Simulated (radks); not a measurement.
The numbers below are computed, except where a source is named.
Ionisation of the aluminium ion Al3+, [Ne], to Al4+, [He] 2s2 2p5, under several functionals. Non-relativistic Kohn-Sham, spin-polarised, spherical densities, point nucleus; open shells are filled with parallel spins first; a radial shooting solver on a logarithmic mesh with Libxc functionals.

[
 {"functional": "HCTH/407", "E(Al3+) (hartree)": "-240.40879", "Exc (hartree)": "-17.85144", "IE (eV)": "121.35", "-e(HOMO) (eV)": "105.25", "<r> HOMO (bohr)": "0.5951", "IE error (eV)": "+1.4"},
 {"functional": "MS2 meta-GGA", "E(Al3+) (hartree)": "-240.41589", "Exc (hartree)": "-17.84614", "IE (eV)": "120.95", "-e(HOMO) (eV)": "105.00", "<r> HOMO (bohr)": "0.5976", "IE error (eV)": "+1.0"},
 {"functional": "TPSS", "E(Al3+) (hartree)": "-240.43013", "Exc (hartree)": "-17.85367", "IE (eV)": "120.68", "-e(HOMO) (eV)": "104.55", "<r> HOMO (bohr)": "0.5976", "IE error (eV)": "+0.7"},
 {"functional": "OLYP", "E(Al3+) (hartree)": "-240.41563", "Exc (hartree)": "-17.84804", "IE (eV)": "120.67", "-e(HOMO) (eV)": "104.58", "<r> HOMO (bohr)": "0.5969", "IE error (eV)": "+0.7"},
 {"functional": "XLYP", "E(Al3+) (hartree)": "-240.50124", "Exc (hartree)": "-17.91805", "IE (eV)": "120.45", "-e(HOMO) (eV)": "104.25", "<r> HOMO (bohr)": "0.5980", "IE error (eV)": "+0.5"},
 {"functional": "LDA (Slater exchange, Perdew-Wang correlation)", "E(Al3+) (hartree)": "-239.34283", "Exc (hartree)": "-16.72054", "IE (eV)": "120.42", "-e(HOMO) (eV)": "104.22", "<r> HOMO (bohr)": "0.5980", "IE error (eV)": "+0.4"},
 {"functional": "exchange-only r2SCAN", "E(Al3+) (hartree)": "-240.01818", "Exc (hartree)": "-17.44503", "IE (eV)": "120.45", "-e(HOMO) (eV)": "104.68", "<r> HOMO (bohr)": "0.5969", "IE error (eV)": "+0.5"},
 {"functional": "SOGGA", "E(Al3+) (hartree)": "-239.71215", "Exc (hartree)": "-17.10720", "IE (eV)": "119.98", "-e(HOMO) (eV)": "103.81", "<r> HOMO (bohr)": "0.5981", "IE error (eV)": "0.0"}
]

NIST Atomic Spectra Database: 119.99 eV (measured). Closest: SOGGA. The Delta-SCF values span 1.37 eV, the total energies 1.16 hartree. The highest occupied level is 2p. Open shells are spherical and high-spin; term and fine-structure splittings are not resolved.
